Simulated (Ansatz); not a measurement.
Two structures of Si2H5F3, closed shell, reached by relaxing down either side of one saddle point (PBE0-D4/def2-TZVP). Energies are electronic, without zero-point energy. Computed with Ansatz 0.2.0 (basis: def2-TZVPP and def2-QZVPP); correlated methods freeze the cores. Extrapolation: Hartree–Fock as exp(−7.88 √X), correlation as X^−2.97. First:

```
10
angstrom
Si -1.3331 0.3027 -1.4950
H 0.0062 0.3201 -2.0777
F -2.4107 -0.0182 -2.5953
F -1.4408 -0.7981 -0.3739
F -1.6867 1.6949 -0.8548
H 2.6341 0.0461 2.1807
Si 1.3713 -0.3049 1.4834
H 0.8370 0.9102 0.8136
H 0.3778 -0.8098 2.4615
H 1.6450 -1.3429 0.4576
```

Second:

```json
{"atom": "Si1", "x (Å)": "-1.2713", "y (Å)": "-0.3092", "z (Å)": "-0.5450"}
{"atom": "H2", "x (Å)": "1.5837", "y (Å)": "1.9480", "z (Å)": "-1.0929"}
{"atom": "F3", "x (Å)": "-1.5629", "y (Å)": "-1.6053", "z (Å)": "-1.4033"}
{"atom": "F4", "x (Å)": "-2.6392", "y (Å)": "0.1196", "z (Å)": "0.1234"}
{"atom": "F5", "x (Å)": "-0.8799", "y (Å)": "0.8369", "z (Å)": "-1.5639"}
{"atom": "H6", "x (Å)": "2.2015", "y (Å)": "1.9651", "z (Å)": "-0.6738"}
{"atom": "Si7", "x (Å)": "0.3895", "y (Å)": "-0.6799", "z (Å)": "1.0443"}
{"atom": "H8", "x (Å)": "0.6066", "y (Å)": "0.5713", "z (Å)": "1.8113"}
{"atom": "H9", "x (Å)": "-0.0648", "y (Å)": "-1.7641", "z (Å)": "1.9505"}
{"atom": "H10", "x (Å)": "1.6369", "y (Å)": "-1.0823", "z (Å)": "0.3494"}
```

Q: Which bonds change from the first to the second?

A: SiHF₃ ([F][SiH]([F])[F]) + SiH₄ → Si₂H₃F₃ ([F][Si]([F])([F])[SiH3]) + H₂; bonds formed: Si1–Si7, H2–H6; bonds broken: Si1–H2, H6–Si7.

Q: Give the saddle point's structure and its height above each. (To be estimated.)

A: Computed: 327.2 kJ/mol above the first and 294.5 kJ/mol above the second (CCSD(T) at an estimated basis limit (MP2 extrapolated from triple and quadruple zeta, plus CCSD(T) − MP2 in triple zeta)).
```tsv
atom	x (Å)	y (Å)	z (Å)
Si1	-0.9649	0.1353	-0.8159
H2	0.7869	0.6232	-0.5466
F3	-0.7572	-0.4809	-2.2596
F4	-2.1422	-0.7076	-0.1630
F5	-1.5406	1.6005	-0.9859
H6	1.6543	0.6383	-0.0433
Si7	0.7748	-0.3304	1.0221
H8	0.2438	0.9902	1.4518
H9	0.8298	-1.0933	2.3195
H10	1.1154	-1.3754	0.0209
```

T1 diagnostic: at most 0.014.

Labels in which every atom is bracketed show which atoms are joined, not bond orders.

For scale, one of the runs: CCSD(T)/def2-TZVPP, 247 basis functions, launched by `ansatz run in.yaml --threads 8 --pin off --events-out ev --progress --plain --max-ram 19148MiB`. Hardware: 8 CPU threads of an Arm Neoverse N1, shared host. Wall time 2.4 min; peak host memory 5.2 GiB.
